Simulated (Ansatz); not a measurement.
`NC1C[SiH2]1` → `N=CC[SiH3]`  (isomerisation)

Isolated molecules relaxed with PBE0-D4/def2-TZVP in Ansatz; ΔE leaves out vibrations. CCSD(T)/CBS adds triple-zeta CCSD(T) − MP2 to the extrapolated MP2 energy (def2 sets, frozen cores). DFT in def2-TZVPP. HSE06 is defined as in plane-wave codes. Each species was taken in one conformer, which may not be the lowest.

| level | ΔE (kcal/mol) |
| --- | --- |
| PBE | -14.8 |
| r2SCAN | -15.8 |
| HSE06 | -14.0 |
| HF/def2-TZVPP | -25.2 |

Q: What does CCSD(T)/CBS give? (An estimate is asked.)

A: The calculation gave: -17.3 kcal/mol. The listed levels differ from it by 2.5, 1.5, 3.3, -7.9 kcal/mol.

Largest T1 diagnostic among the species: 0.012.

In def2-TZVPP, CCSD(T) changes the Hartree–Fock value by +6.6 kcal/mol (the triples alone add +0.2 kcal/mol) and MP2 by +9.0 kcal/mol. From PBE to PBE0 (25 % exact exchange), in def2-TZVPP and without D4, ΔE moves by +0.8 kcal/mol.
